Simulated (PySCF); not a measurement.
Silicon: a sound run and one with changed settings

Sound run: Si²⁺ [Ne] 3s2, Si³⁺ [Ne] 3s1. Calculation: PySCF 2.14, in cc-pVDZ-DK (4s3p1d, 18 functions); the spin-free X2C one-electron Hamiltonian (Gaussian nucleus). The sound run starts from symmetry-adapted Hartree-Fock orbitals and uses a fine grid where one is needed.

A second run was set up differently.

```
species  method  sound run (hartree)  changed run (hartree)  converged
   Si²⁺     UHF           -288.59091             -288.59089         no
   Si²⁺    MN15           -289.05382             -289.05365         no
   Si²⁺   M06-L           -289.06290             -289.06267         no
   Si³⁺     UHF           -287.41307             -287.41307         no
   Si³⁺    MN15           -287.83398             -287.83396         no
   Si³⁺   M06-L           -287.83747             -287.83732         no
```

What was changed?
A. radial grid too coarse
B. angular grid far too coarse
C. level shift left on
D. too few SCF iterations

C. It used initial guess 1e, at most 50 SCF cycles, level shift 10.0 hartree. A level shift slows the SCF but leaves a converged energy unchanged.
